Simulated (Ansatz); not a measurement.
Wavefunction ladder for ClF₂H₃Si₂, SMILES `F[SiH](F)[SiH2]Cl`

```xyz
8

F     0.934    0.265   -2.016
Si   -0.298   -0.196   -1.121
F    -0.549   -1.740   -1.419
Si    0.255    0.069    1.145
Cl    0.412    2.094    1.487
H    -1.491    0.557   -1.569
H    -0.813   -0.473    2.019
H     1.550   -0.574    1.474
```

Total charge 0; spin multiplicity 1. All single points use the PBE0-D4/def2-TZVP geometry. It is one conformer, not always the lowest. Frozen core, restricted reference, Ansatz. CBS rows extrapolate triple and quadruple zeta; past MP2 they add the triple-zeta difference.

```
     basis      HF (Eh)  MP2 corr.  CCSD corr.       (T)  CCSD(T) total
  def2-SVP  -1237.66411   -0.68751    -0.73109  -0.01338    -1238.40858
def2-TZVPP  -1238.30402   -0.92124    -0.96452  -0.03169    -1239.30023
def2-QZVPP  -1238.34509   -1.00950           –         –              –
 CBS(def2)  -1238.35075   -1.07488    -1.11817     as TZ    -1239.50061
```
